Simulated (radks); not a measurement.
Isoelectronic series with 28 electrons, all held in the configuration [Ar] 3d8 4s2, which need not be the ground one along the series. Calculated with a radial shooting solver on a logarithmic mesh with Libxc functionals: Dirac Kohn-Sham, PBE, spin-unpolarised, spherical densities, finite nucleus; open shells are shared between the two j in proportion to 2j + 1; Fermi nuclear charge, rms radius of each element as measured or else 0.836 A^(1/3) + 0.57 fm. Total energies (hartree) and mean radii <r> (bohr):

\begin{tabular}{lrrrrr}
ion & E (hartree) & 4s1/2 & 3d5/2 & 3d3/2 & 3p3/2 \\ \hline
Ni & -1520.57304 & 2.807 & 1.014 & 1.006 & 0.7818 \\
Ga3+ & -1940.26851 & 1.830 & 0.7234 & 0.7195 & 0.6663 \\
Se6+ & -2416.39776 & 1.422 & 0.5815 & 0.5782 & 0.5756 \\
Rb9+ & -2949.25544 & 1.176 & 0.4908 & 0.4878 & 0.5055 \\
Zr12+ & -3539.41114 & 1.008 & 0.4264 & 0.4235 & 0.4501 \\
Tc15+ & -4187.58489 & 0.8837 & 0.3778 & 0.3748 & 0.4055 \\
Pd18+ & -4894.62337 & 0.7873 & 0.3394 & 0.3364 & 0.3688 \\
In21+ & -5661.49082 & 0.7100 & 0.3084 & 0.3053 & 0.3381 \\
Te24+ & -6489.26617 & 0.6464 & 0.2827 & 0.2795 & 0.3120 \\
Cs27+ & -7379.1688 & 0.5930 & 0.2610 & 0.2577 & 0.2896 \\
Ce30+ & -8332.5432 & 0.5475 & 0.2425 & 0.2391 & 0.2701 \\
Pm33+ & -9350.8894 & 0.5081 & 0.2264 & 0.2229 & 0.2530 \\
Gd36+ & -10435.8454 & 0.4737 & 0.2124 & 0.2087 & 0.2379 \\
\end{tabular}
